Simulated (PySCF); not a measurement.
C2H6BF2N, SMILES C(F)B(NC)F.

The structure is a stationary point at TPSSh-D3(BJ)/def2-SVP. The structure was generated by enumeration, and PubChem lists no compound with its InChIKey, so it may never have been made. Other conformers were not sampled.

These are TDDFT-PBE0/def2-SVPD (PySCF) values and carry that method's errors.

Vertical excitations. Gas-phase values at a fixed geometry. State labels are in the subgroup Cs.

```csv
state,symmetry,energy (eV),λ (nm),f,main pairs
S1,A",6.96,178,0.001,HOMO→LUMO 96 %
S2,A",7.81,159,0.009,HOMO→LUMO+2 87 %
S3,A",7.96,156,0.002,HOMO→LUMO+3 84 %
S4,A',8.10,153,0.346,HOMO→LUMO+1 96 %
S5,A',8.30,149,0.034,HOMO−1→LUMO 90 %
S6,A",8.48,146,0.009,HOMO−1→LUMO+1 97 %
S7,A',8.69,143,0.008,"HOMO−1→LUMO+2 53 %, HOMO−1→LUMO+3 34 %"
S8,A",8.73,142,0.019,HOMO→LUMO+4 84 %
S9,A",9.16,135,0.024,"HOMO−2→LUMO 62 %, HOMO−2→LUMO+2 17 %, HOMO→LUMO+5 17 %"
S10,A",9.20,135,0.005,"HOMO→LUMO+5 66 %, HOMO−2→LUMO 12 %, HOMO→LUMO+4 12 %"
T1,A',6.27,198,0,HOMO→LUMO+1 96 %
T2,A",6.79,183,0,HOMO→LUMO 93 %
T3,A",7.63,162,0,HOMO→LUMO+2 84 %
T4,A",7.79,159,0,HOMO−1→LUMO+1 96 %
```
Triplets are in the Tamm–Dancoff approximation, which puts them higher than full response would, so one can lie above its singlet here.
